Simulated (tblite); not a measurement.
C7H5O2 (doublet state).
Geometry (GFN2-xTB, Å), atoms numbered from 1 in this order:
```xyz
14
C7H5O2 angstrom
O      2.6005   -0.7107   -1.2950
C      1.8504   -0.0230   -1.9214
O      0.6557    0.4310   -1.5877
C      0.0145    0.1725   -0.3749
C     -1.2062    0.8275   -0.2303
C     -1.9505    0.6468    0.9286
C     -1.4285   -0.1767    1.8839
C     -0.2400   -0.8341    1.7857
C      0.5069   -0.6599    0.6203
H      2.0706    0.3554   -2.9364
H     -1.5579    1.4676   -1.0248
H     -2.8996    1.1447    1.0516
H      0.1322   -1.4743    2.5698
H      1.4512   -1.1671    0.5084
```

Structure optimised with GFN2-xTB, isolated species. This method treats the open shell by occupation alone, without spin polarisation.

Masses are those of the commonest isotopes; rigid-rotor values at the optimised geometry. The values belong to one conformer with, in the numbering `[O:1]=[CH:2][O:3][c:4]1[cH:5][cH:6][c:7][cH:8][cH:9]1`, O1–C2–O3–C4 0°, C2–O3–C4–C5 176°.

(1) Give the principal moments of inertia and the rotational constants in GHz.

(2) Classify the top.

(3) What does the inertial defect say?

## Answers

(1) Ia = 116.85, Ib = 415.64, Ic = 532.27 u·Å²; 505379 MHz·u·Å²/I gives 4325, 1216 and 949.5 MHz, that is A = 4.3250, B = 1.2159, C = 0.9495 GHz.

(2) An asymmetric top; Ray's κ = -0.842.

(3) Not planar: Δ = Ic − Ia − Ib = -0.23 u·Å². For a rigid frame Δ = −2 Σ m c², so Σ m c² = 0.11 u·Å² lies off the ab plane: 0.01 from hydrogen and 0.10 from heavier atoms. The atom farthest from that plane is 0.06 Å away.

For this open shell read J as N, the rotation without spin; fine and hyperfine splittings come on top. Its GFN2-xTB frequencies are all real (lowest 18 cm⁻¹). Constants of a rigid frame at the computed geometry: no zero-point averaging, no centrifugal distortion.
